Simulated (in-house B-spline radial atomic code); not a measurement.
# Ionising the bromine ion Br⁺ with different functionals

Computed with a radial B-spline atomic code at the basis-set limit: non-relativistic Hamiltonian, point nucleus, spin-polarised at highest spin, spherical fractional occupations for the functionals, and exact exchange of hybrids averaged over the configuration. The ionisation energy is the difference of two self-consistent energies, [Ar] 3d10 4s2 4p4 → [Ar] 3d10 4s2 4p3, without Breit or QED terms; ε is the level of the shell that loses the electron (its least bound occupied spin orbital). There is no spin-orbit coupling in this Hamiltonian.

```json
{"method": "PBE0", "rung": "global hybrid", "ΔSCF (eV)": "21.27", "-ε(4p) (eV)": "17.83"}
{"method": "B3LYP", "rung": "global hybrid", "ΔSCF (eV)": "?", "-ε(4p) (eV)": "?"}
{"method": "TPSSh", "rung": "global hybrid", "ΔSCF (eV)": "21.21", "-ε(4p) (eV)": "17.00"}
{"method": "M06-2X", "rung": "global hybrid", "ΔSCF (eV)": "21.10", "-ε(4p) (eV)": "19.41"}
{"method": "BHandHLYP", "rung": "global hybrid", "ΔSCF (eV)": "21.38", "-ε(4p) (eV)": "19.15"}
{"method": "r2SCAN0", "rung": "global hybrid", "ΔSCF (eV)": "21.12", "-ε(4p) (eV)": "17.84"}
{"method": "B97-1", "rung": "global hybrid", "ΔSCF (eV)": "?", "-ε(4p) (eV)": "?"}
{"method": "HSE06", "rung": "range-separated hybrid", "ΔSCF (eV)": "21.36", "-ε(4p) (eV)": "17.44"}
{"method": "wB97X", "rung": "range-separated hybrid", "ΔSCF (eV)": "21.61", "-ε(4p) (eV)": "20.44"}
{"method": "CAM-B3LYP", "rung": "range-separated hybrid", "ΔSCF (eV)": "21.60", "-ε(4p) (eV)": "19.45"}
{"method": "LC-wPBE", "rung": "range-separated hybrid", "ΔSCF (eV)": "21.48", "-ε(4p) (eV)": "20.90"}
```

Question: What does B97-1 give?

Answer: ΔSCF 21.34 eV, and -ε(4p) = 17.56 eV.

Question: What does B3LYP give?

Answer: ΔSCF 21.54 eV, and -ε(4p) = 17.69 eV.

Question: Among the functionals, which spreads more, the ΔSCF values or the orbital energies?

Answer: The orbital energies: ΔSCF values span about 0.51 eV and the orbital energies 3.90 eV; here energy differences depend much less on the functional than eigenvalues do.

Question: How do they compare with the NIST value?

Answer: NIST lists 21.591 eV (measured, ground level to ground level). Errors run from -0.50 to +0.02 eV; CAM-B3LYP is closest (+0.01 eV), but part of that can be cancellation, since the calculations leave out relativity, Breit-QED terms, multiplet and fine-structure energies.
